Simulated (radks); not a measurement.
The numbers below are computed, except where a source is named.
Ag46+, configuration 1s1. Level of theory: scalar-relativistic Kohn-Sham, exchange-only LDA, spin-polarised, spherical densities, point nucleus; open shells are filled with parallel spins first (spin-orbit coupling, left out, can overturn this in heavy ions) (a radial shooting solver on a logarithmic mesh with Libxc functionals).

Normalised radial functions P(r) = r R(r), r in bohr:

r,1s up
0.002442,1.6184
0.002842,1.8320
0.003309,2.0673
0.003821,2.3104
0.004449,2.5875
0.005179,2.8839
0.006029,3.1961
0.007019,3.5191
0.008106,3.8280
0.009437,4.1478
0.01099,4.4484
0.01279,4.7142
0.01477,4.9173
0.0172,5.0612
0.02002,5.1130
0.0233,5.0542
0.02691,4.8842
0.03133,4.5784
0.03648,4.1484
0.04246,3.6129
0.04904,3.0380
0.05709,2.4021
0.06646,1.7853
0.07737,1.2346
0.08936,0.8059
0.104,0.4674
0.1211,0.2422

1s up: eigenvalue -30638 eV, 0 radial nodes, <r> = 0.0307 bohr, 90 % of the charge inside 0.0549 bohr.
